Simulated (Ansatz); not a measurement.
Reaction (cleavage of the B–B bond): `SB[B]1[CH2][GeH2]1` + CH₃NH₂ → `CNBS` + `[BH]1[CH2][GeH2]1`

Calculated with Ansatz (gas phase, PBE0-D4/def2-TZVP geometries, no zero-point term in ΔE). CCSD(T)/CBS is the MP2 limit (def2-TZVPP, def2-QZVPP) plus CCSD(T) − MP2 in def2-TZVPP, frozen cores. DFT in def2-TZVPP. For Ge outer-core shells are correlated without core-valence functions, which leaves a few kJ/mol of doubt a bond. Scalar relativity is left out up to krypton. One conformer a species, not always the lowest.

| level | ΔE (kJ/mol) |
| --- | --- |
| LDA (SPW92) | -116.9 |
| CAM-B3LYP-D4 | -123.0 |
| B2PLYP | -119.0 |
| r2SCAN | -112.0 |
| HF/def2-SVP | -135.4 |
| MP2/def2-TZVPP | -117.1 |
| SCS-MP2/def2-TZVPP | -119.3 |
| HF/def2-QZVPP | -125.6 |

What does CCSD(T)/CBS give? (Best estimate.)

The calculation gave: -114.2 kJ/mol. The listed levels differ from it by -2.7, -8.8, -4.8, 2.2, -21.2, -2.9, -5.1, -11.4 kJ/mol.

Largest T1 diagnostic among the species: 0.014.

In def2-TZVPP, CCSD(T) changes the Hartree–Fock value by +10.3 kJ/mol (the triples alone add +1.2 kJ/mol) and MP2 by +8.0 kJ/mol. Leaving LDA and LC-ωPBE aside and taking each functional with its dispersion term where it has one, the values, not all of them listed here, spread over 16.8 kJ/mol, from CAM-B3LYP-D4 to B97M-V. LDA lies −8.8 kJ/mol from PBE without D4. From BLYP to BHLYP (50 % exact exchange), in def2-TZVPP and without D4, ΔE moves by −5.8 kJ/mol.

CCSD(T)/CBS has its own doubt, a few kJ/mol and more with outer-core shells, so smaller differences from it don't rank the levels.
